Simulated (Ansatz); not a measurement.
Mulliken charges of C₂H₃F₃InN (`CC#[N+][In-]([F])([F])[F]`) from B3LYP/def2-TZVPP in Ansatz (PBE0-D4/def2-TZVP geometry).

| atom | x (Å) | y (Å) | z (Å) | charge (e) |
| --- | --- | --- | --- | --- |
| C1 | 0.256 | -1.291 | 1.914 | -0.109 |
| C2 | 0.101 | -0.493 | 0.724 | -0.023 |
| N3 | -0.022 | 0.139 | -0.219 | -0.042 |
| In4 | -0.261 | 1.397 | -2.086 | 1.240 |
| F5 | 1.615 | 1.754 | -2.436 | -0.495 |
| F6 | -1.331 | 2.832 | -1.334 | -0.495 |
| F7 | -1.159 | 0.090 | -3.205 | -0.495 |
| H8 | -0.470 | -2.106 | 1.903 | 0.139 |
| H9 | 1.265 | -1.705 | 1.947 | 0.139 |
| H10 | 0.089 | -0.669 | 2.795 | 0.139 |

By hand: the dipole of these point charges (1 e Å = 4.8032 D).

Σ q r = (0.203, -1.059, 1.574) e Å, of length 1.908 e Å = 9.16 D.

How does the dipole of the full density compare? (Best estimate.)

Ansatz gave: (0.214, -1.114, 1.658) e Å, 9.65 D; the point charges give 0.95 times that, at 0° from its direction.

Point charges leave out the atoms' own dipoles, such as those of lone pairs, and Mulliken's split depends on the basis, so the close match here is no proof of good charges.

B3LYP here is the variant with VWN-RPA as its local correlation; programs differ in this.
